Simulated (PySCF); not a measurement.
iodoethane (C2H5I), singlet, at a GFN2-xTB geometry (core potentials on I). Base run: PySCF with SVWN5/def2-SVP.

PySCF was given this input:
```python
from pyscf import gto, scf, dft

mol = gto.Mole()
mol.atom = '''
    C    -2.41282299   -0.33439221   -0.19734937
    C    -1.09297230   -1.03502268   -0.42130964
    I     0.58937418    0.22523880    0.10213485
    H    -2.53635536   -0.05580000    0.84720779
    H    -3.22617604   -1.00502504   -0.47345954
    H    -2.48722794    0.56497300   -0.80528000
    H    -1.00085071   -1.92477394    0.19601841
    H    -0.95144947   -1.30054098   -1.46567976
'''
mol.basis = 'def2-svp'
mol.ecp = {'I': 'def2-svp'}
mol.verbose = 4
mol.symmetry = True
mol.build()

mf = dft.RKS(mol)
mf.xc = 'lda,vwn'
mf.kernel()
mf.analyze()
```

Each row names what was changed in the base input (with any setting that the change needs).

```json
[
 {"change": "base", "ΔE vs base (mEh)": "0.000", "point group used": "Cs", "SCF cycles": "13", "outcome": "converged"},
 {"change": "irrep_nelec = A':32 A\":10", "ΔE vs base (mEh)": "421.8", "point group used": "Cs", "SCF cycles": "16", "outcome": "converged"},
 {"change": "irrep_nelec = A':28 A\":14", "ΔE vs base (mEh)": "-", "point group used": "-", "SCF cycles": "50", "outcome": "not converged"},
 {"change": "symmetry = off", "ΔE vs base (mEh)": "0.000", "point group used": "C1", "SCF cycles": "13", "outcome": "converged"}
]
```
